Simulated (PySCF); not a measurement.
## How the method changes the constants of LiTl

State: ¹Σ⁺ (singlet), closed shell. Set-up: Li aug-cc-pVDZ, Tl aug-cc-pVDZ-PP with ECP60; scalar-relativistic core potentials (PySCF 2.14). De refers to Li + Tl in their high-spin ground configurations, without counterpoise correction. A positive dipole means Li(−)Tl(+).

```csv
Level,Re (Å),ωe (cm⁻¹),De (eV),μ (D)
RHF-MP2,3.015,265,0.74,n/a
RHF-SCS-MP2,3.036,259,0.77,n/a
RHF-CCSD,3.020,257,0.90,n/a
RHF-CCSD(T),3.015,255,0.95,n/a
PBE,3.049,245,0.96,-0.88
r²SCAN,3.031,253,0.82,-1.44
M06-L,3.079,247,1.17,-1.74
TPSSh,3.050,248,0.97,-1.05
PBE0,3.029,255,0.87,-1.35
HSE06,3.031,254,0.90,-1.38
MN15,2.934,285,1.22,-2.17
```

Question: Which functional lies closest to RHF-CCSD(T) in De, which farthest, and by how much do they differ from it?

Answer: Closest is PBE (+3.4 pm in Re, -3.9 % in ωe, +0.01 eV in De against RHF-CCSD(T) in the same basis), farthest MN15 (-8.1 pm in Re, +11.8 % in ωe, +0.27 eV in De). CCSD(T) converges more slowly with the basis than the functionals do and binds too weakly in this one, so the order can change at the basis-set limit.

Question: What does a quarter of exact exchange do here, going from PBE to PBE0?

Answer: PBE0 less PBE: -2.0 pm in Re, +4.1 % in ωe, -0.09 eV in De. Exact exchange removes part of the self-interaction that spreads semilocal densities, and in most molecules shortens and stiffens the bond and lowers De; so it does here.

Question: What does the step from GGA to meta-GGA do here, going from PBE to r²SCAN?

Answer: r²SCAN less PBE: -1.8 pm in Re, +3.3 % in ωe, -0.14 eV in De. 

Correlated steps freeze 4 core orbitals. Closed-shell solutions of metal pairs were not tested for spin polarisation, which can lower them a little. Correlated levels converge slowly with the basis: in double zeta they bind strong bonds too weakly, by up to about 1 eV, and carry superposition errors of some tenths. These are scalar-relativistic numbers at best; spin–orbit coupling would shift them, the dissociation energy most. Where the molecule has an RHF reference, its open-shell atoms are computed with UHF.
